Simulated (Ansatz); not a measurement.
Consider the atomization: `C[B](C)[InH2]` → B• + 2 C• + 8 H• + In•.

Program: Ansatz. Geometries: PBE0-D4/def2-TZVP. ΔE: electronic, gas phase. CBS: MP2 limit from def2 TZ/QZ plus the TZ coupled-cluster correction, frozen cores. This one scheme is used for every species, atoms too. For atomizations the MP2-based limit and the directly extrapolated one differ by several kJ/mol either way, and by 10 to 25 for some Ge, Se and Sn compounds, so smaller differences from it don't rank the levels. DFT in def2-TZVPP. No spin–orbit coupling; open shells (•) take unrestricted orbitals. Spin–orbit coupling would lower the free atoms: a little for B, C; strongly for In. Elements past krypton have def2 core potentials. For In outer-core shells are correlated without core-valence functions, so the limit isn't a true one: a few kJ/mol of doubt a bond, and 10 to 20 or more in all where bonds break to atoms.

```json
{"level": "BHLYP-D4", "ΔE (kJ/mol)": "3933.1"}
{"level": "MP2/CBS(def2)", "ΔE (kJ/mol)": "3991.8"}
```

What does CCSD(T)/CBS give? (Estimate.)

Ansatz gave: +3989.2 kJ/mol. The listed levels differ from it by -56.1, 2.6 kJ/mol.

Largest T1 diagnostic among the species: 0.015.

The D4 term adds +34.1 kJ/mol with B3LYP and +18.0 kJ/mol with PBE0; it sums over pairs of atoms, weighted by their polarisabilities, and B3LYP, whose exchange is more repulsive, gets the larger term. From r2SCAN to r2SCAN0 (25 % exact exchange), in def2-TZVPP and without D4, ΔE moves by −28.5 kJ/mol: exact exchange takes away binding that semilocal exchange gives to molecules.

B3LYP here is the variant with VWN-RPA as its local correlation; programs differ in this.
